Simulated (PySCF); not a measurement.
Be(SMe)(OSiH3), SMILES [O]([Be][S]C)[SiH3] (CH6BeOSSi), singlet, PBE0/def2-SVP optimised geometry. Atoms within 1.6 Å of the plane z = 0.8 Å (x, y, z in Å): O7 (-1.07, -1.16, 1.34), Si8 (-0.50, -0.37, 0.00), H9 (-0.99, 1.05, 0.00), H11 (0.99, -0.37, 0.00).

Calculation: PBE0/def2-TZVP run with PySCF 2.14.0.

Map of the deformation density (molecule minus spherical neutral atoms) (e/bohr³) on the plane z = 0.8 Å:

```
|2222222222222222222222222222222|
|2222222222222222222222222222222|
|2222222222222222222222222222222|
|2222222222222222222222222222222|
|2222222222222222222222222222222|
|2222222222222222222222222222222|
|2222222222222222222222222222222|
|2222222222222222222222222222222|
|2222222222222222222222222222222|
|2222222222222222222222222222222|
|2222222222222222222222222222222|
|2222222222222222222222222222222|
|2222222222222221122222222222222|
|2222222222222111122222222222222|
|2222222211111000122222222222222|
|2222222111110000122222222222222|
|2222222222221000122222222222222|
|2222222223454211122222222222222|
|2222222234787421122222222222222|
|2222222235898521122222222222222|
|2222222235787521112222222222222|
|2222222234555321112222222222222|
|2222222233343322222222222222222|
|2222222222332222222222222222222|
|2222222222222222222222222222222|
|2222222222222222222222222222222|
|2222222222222222222222222222222|
|2222222222222222222222222222222|
|2222222222222222222222222222222|
|2222222222222222222222222222222|
|2222222222222222222222222222222|
```
Scale: ten equal steps from -0.019 (start of '0') to 0.056 (end of '9'), in the order '0123456789'; x runs from -3.50 to 3.50, y from -3.50 (bottom) to 3.50 (top).
